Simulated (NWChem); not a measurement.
The numbers come from NWChem runs, not from measurements. System: I, charge -1, spin multiplicity 3. Its SCF solution wasn't tested for a lower state. Level: ROCR-CCSD(T)/def2-TZVPD with def2 effective core potentials on I, 4 core orbitals frozen.

The NWChem input:

```
start mol
memory heap 100 mb stack 700 mb global 1900 mb
charge -1
geometry units angstroms nocenter noautoz
  I      0.000000     0.000000     0.000000
  symmetry group D2h
end
basis spherical
  * library def2-tzvpd
end
ecp
  I library def2-ecp
end
scf
  rohf
  nopen 2
  maxiter 100
  thresh 1e-7
  semidirect memsize 60000000 filesize 0
  # guess.movecs holds the orbitals of an unrestricted PBE0 run
  vectors input guess.movecs swap 11 13 output mol.movecs
end
tce
  freeze core 4
  cr-ccsd(t)
  2eorb
  2emet 13
  thresh 1e-6
  maxiter 100
  tilesize 24
end
task tce energy
```

Part of the output:

```
             Northwest Computational Chemistry Package (NWChem) 7.3.0
             --------------------------------------------------------

                                NWChem Input Module
                                -------------------

 Scaling coordinates for geometry "geometry" by  1.889725989
 (inverse scale =  0.529177249)

                             Geometry "geometry" -> ""
                             -------------------------

 Output coordinates in angstroms (scale by  1.889725989 to convert to a.u.)

  No.       Tag          Charge          X              Y              Z
 ---- ---------------- ---------- -------------- -------------- --------------
    1 I                   53.0000     0.00000000     0.00000000     0.00000000

 Effective nuclear repulsion energy (a.u.)       0.0000000000

            Nuclear Dipole moment (a.u.)
            ----------------------------
        X                 Y               Z
 ---------------- ---------------- ----------------
     0.0000000000     0.0000000000     0.0000000000

      Symmetry information
      --------------------

 Group name             D2h
 Group number             26
 Group order               8
 No. of unique centers     1

      Symmetry unique atoms

     1


 Summary of "ao basis" -> "" (spherical)
 ------------------------------------------------------------------------------
       Tag                 Description            Shells   Functions and Types
 ---------------- ------------------------------  ------  ---------------------
 *                         def2-tzvpd                 on all atoms

 Summary of "ao basis" -> "ao basis" (spherical)
 ------------------------------------------------------------------------------
       Tag                 Description            Shells   Functions and Types
 ---------------- ------------------------------  ------  ---------------------
 I                         def2-tzvpd               19       59   7s6p4d2f

                                 NWChem SCF Module
                                 -----------------

  ao basis        = "ao basis"
  functions       =    59
  atoms           =     1
  closed shells   =    12
  open shells     =     2
  charge          =  -1.00
  wavefunction    = ROHF
  use symmetry    = T
  symmetry adapt  = T

 Summary of "ao basis" -> "ao basis" (spherical)
 ------------------------------------------------------------------------------
       Tag                 Description            Shells   Functions and Types
 ---------------- ------------------------------  ------  ---------------------
 I                         def2-tzvpd               19       59   7s6p4d2f

      Symmetry analysis of basis
      --------------------------

        ag         15
        au          2
        b1g         4
        b1u        10
        b2g         4
        b2u        10
        b3g         4
        b3u        10

 Forming initial guess at       0.0s

 Swapping ROHF orbitals    11   13

      Symmetry analysis of molecular orbitals - initial
      -------------------------------------------------

  Numbering of irreducible representations:

     1 ag          2 au          3 b1g         4 b1u         5 b2g
     6 b2u         7 b3g         8 b3u

  Orbital symmetries:

     1 ag          2 b3u         3 b2u         4 b1u         5 ag
     6 b1g         7 b2g         8 b3g         9 ag         10 ag
    11 b1u        12 b2u        13 b3u        14 b1u        15 b3u
    16 b2u        17 ag         18 ag         19 b2g        20 b1g
[...]
 Vector   17  Occ=0.000000D+00  E= 2.103577D-01  Symmetry=ag
              MO Center=  2.3D-18,  4.5D-18,  3.8D-15, r^2= 8.5D+00
   Bfn.  Coefficient  Atom+Function         Bfn.  Coefficient  Atom+Function
  ----- ------------  ---------------      ----- ------------  ---------------
     7      1.801273  1 I  s                  6     -1.459137  1 I  s
     3      0.227062  1 I  s                  2     -0.175808  1 I  s

 center of mass
 --------------
 x =   0.00000000 y =   0.00000000 z =   0.00000000

 moments of inertia (a.u.)
 ------------------
           0.000000000000           0.000000000000           0.000000000000
           0.000000000000           0.000000000000           0.000000000000
           0.000000000000           0.000000000000           0.000000000000

  Mulliken analysis of the total density
  --------------------------------------

    Atom       Charge   Shell Charges
 -----------   ------   -------------------------------------------------------
    1 I   25    26.00   0.19 -0.77  1.58  1.01  1.13  0.86  0.01 -0.49  6.44  1.31  2.73  0.87  1.15  9.23  0.75  0.02 -0.00  0.00  0.00

 Mulliken analysis of the open-shell density
 -------------------------------------------

    Atom       Charge   Shell Charges
 -----------   ------   -------------------------------------------------------
    1 I   25     2.00   0.00 -0.00  0.00  0.00 -0.00 -0.00  0.00 -0.01  0.02  0.26  0.57  0.04  1.13  0.00  0.00 -0.00  0.00  0.00  0.00

       Multipole analysis of the density wrt the origin
       ------------------------------------------------

     L   x y z        total         open         nuclear
     -   - - -        -----         ----         -------
     0   0 0 0     -1.000000     -2.000000     25.000000

     1   1 0 0      0.000000     -0.000000      0.000000
     1   0 1 0      0.000000      0.000000      0.000000
     1   0 0 1      0.000000      0.000000      0.000000

     2   2 0 0    -32.546589    -18.580210      0.000000
     2   1 1 0     -0.000000     -0.000000      0.000000
     2   1 0 1     -0.000000     -0.000000      0.000000
     2   0 2 0    -35.432787    -15.738342      0.000000
     2   0 1 1     -0.000000     -0.000000      0.000000
     2   0 0 2    -64.102389    -44.533242      0.000000

                   NWChem Extensible Many-Electron Theory Module
                   ---------------------------------------------


            General Information
            -------------------
      Number of processors :     1
         Wavefunction type : Restricted open-shell Hartree-Fock
          No. of electrons :    26
           Alpha electrons :    14
            Beta electrons :    12
           No. of orbitals :   118
            Alpha orbitals :    59
             Beta orbitals :    59
        Alpha frozen cores :     4
         Beta frozen cores :     4
     Alpha frozen virtuals :     0
      Beta frozen virtuals :     0
         Spin multiplicity : triplet
    Number of AO functions :    59
       Number of AO shells :    19
        Use of symmetry is : on
      Symmetry adaption is : on
         Schwarz screening : 0.10D-09

          Correlation Information
          -----------------------
          Calculation type : Coupled-cluster singles & doubles w/ perturbation
   Perturbative correction : Completely renormalized (T)
            Max iterations :      100
        Residual threshold : 0.10D-05
     T(0) DIIS level shift : 0.00D+00
     L(0) DIIS level shift : 0.00D+00
     T(1) DIIS level shift : 0.00D+00
     L(1) DIIS level shift : 0.00D+00
     T(R) DIIS level shift : 0.00D+00
     T(I) DIIS level shift : 0.00D+00
   CC-T/L Amplitude update :  5-th order DIIS
                I/O scheme : Global Array Library
        L-threshold :  0.10D-05
        EOM-threshold :  0.10D-05
 no EOMCCSD initial starts read in
 TCE RESTART OPTIONS
 SLICE:      F
 D4D5:       F
 quantumc:   F
 qrotation:  F
 pwtce:      F
 qducc:      F
 nacto:                         0
 nrotv:                         0
 nrot:                          0

            Memory Information
            ------------------
          Available GA space size is     249029838 doubles
          Available MA space size is     104841180 doubles

 Maximum block size supplied by input
 Maximum block size        24 doubles

 tile_dim =     11

 -------------------------------------------------

 Global array virtual files algorithm will be used

 Parallel file system coherency ......... OK

 4-electron integrals stored in orbital form

 v2    file size   =           240277
 4-index algorithm nr.  13 is used
 imaxsize =       30
 imaxsize ichop =        0


CCSD iterations
 ---------------------------------------------------------
 Iter          Residuum       Correlation     Cpu    Wall
 ---------------------------------------------------------
    1   0.2359417659096  -0.4832065398763     2.6     2.6
    2   0.0364242787575  -0.4455546895982     2.4     2.4
    3   0.0088496999932  -0.4558454137791     2.5     2.5
    4   0.0021559426127  -0.4549392076986     2.5     2.5
    5   0.0008466330718  -0.4553581959625     2.5     2.5
    6   0.0003109247120  -0.4553679737421     2.5     2.5
    7   0.0001299271727  -0.4553807300410     2.6     2.6
    8   0.0000705044124  -0.4553803284368     2.6     2.6
    9   0.0000408080514  -0.4553810261251     2.4     2.4
   10   0.0000249134912  -0.4553814369137     2.4     2.4
   11   0.0000068014283  -0.4553817503654     2.4     2.4
   12   0.0000032634128  -0.4553820044182     2.4     2.4
   13   0.0000017356391  -0.4553819893899     2.4     2.4
   14   0.0000010022915  -0.4553819935732     2.7     2.7
   15   0.0000005927544  -0.4553819905743     2.8     2.8
 -----------------------------------------------------------------
 Iterations converged
 CCSD correlation energy / hartree =        -0.455381990574269
 CCSD total energy / hartree       =      -297.050373178911343

 Singles contributions

 Doubles contributions
 CR-CCSD(T)

 CR-CCSD[T]  correction energy / hartree =        -0.006553150345222
 CR-CCSD[T] correlation energy / hartree =        -0.461935140919491
 CR-CCSD[T] total energy / hartree       =      -297.056926329256555
 CR-CCSD(T)  correction energy / hartree =        -0.006459517924660
 CR-CCSD(T) correlation energy / hartree =        -0.461841508498929
 CR-CCSD(T) total energy / hartree       =      -297.056832696836011

 Task  times  cpu:       52.9s     wall:       52.9s

 Total times  cpu:       52.9s     wall:       52.9s
```
